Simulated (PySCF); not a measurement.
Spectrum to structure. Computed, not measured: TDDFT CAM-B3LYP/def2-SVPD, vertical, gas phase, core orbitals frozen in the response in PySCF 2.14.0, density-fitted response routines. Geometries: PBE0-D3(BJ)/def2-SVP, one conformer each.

```tsv
state	E (eV)	f
S1	7.04	0.026
S2	7.44	0.0066
S3	7.75	0.056
S4	7.91	0.013
S5	8.05	0.029
S6	8.39	0.109
S7	8.45	0.0079
S8	8.54	0.0018
S9	8.75	0.0000
S10	8.78	0.032
```

Triplets computed (Tamm–Dancoff): 6.49, 6.81, 6.98, 7.58 eV.

Orbital energies (eV): HOMO-3 -11.34, HOMO-2 -11.00, HOMO-1 -10.18, HOMO -9.69, LUMO 0.74, LUMO+1 1.10, LUMO+2 1.48.

Problem. Which structure fits? All have the formula C4H7F3Si.
A. `FC(F)=C(F)CC[SiH3]`
B. `FC(F)(F)/C=C\C[SiH3]`
C. `FC(F)(F)/C=C/C[SiH3]`
D. `FC(F)[C@@H]1C[C@H](F)[SiH2]1`

Solution. D. Its S1, at 7.04 eV, is the highest among the candidates; the nearest of the others has S1 at 6.78 eV. S1 is HOMO→LUMO (88%). Löwdin shares by element: HOMO carbon 42% or more, silicon 19%, fluorine 19% or more (atoms not listed hold the other 20%); LUMO silicon 37%, hydrogen 23% or more, carbon 12% or more (atoms not listed hold the other 29%). At the same level the other candidates give, for their lowest levels:
- `FC(F)(F)/C=C/C[SiH3]`: 6.78 eV (f 0.522); 7.33 eV (f 0.006); 8.00 eV (f 0.003); 8.13 eV (f 0.016); 8.22 eV (f 0.009); T1 4.20 eV; HOMO -9.26, LUMO 0.32 eV
- `FC(F)=C(F)CC[SiH3]`: 6.52 eV (f 0.016); 7.20 eV (f 0.000); 7.48 eV (f 0.291); 7.86 eV (f 0.318); 8.02 eV (f 0.008); T1 4.45 eV; HOMO -8.68, LUMO 0.85 eV
- `FC(F)(F)/C=C\C[SiH3]`: 6.61 eV (f 0.455); 7.25 eV (f 0.001); 7.88 eV (f 0.001); 8.01 eV (f 0.035); 8.24 eV (f 0.038); T1 4.05 eV; HOMO -9.20, LUMO 0.22 eV

Conformer computed: `[F:1][CH:2]([F:3])[C@@H:4]1[CH2:5][C@H:6]([F:7])[SiH2:8]1`: F1–C2–C4–C5 -69°.
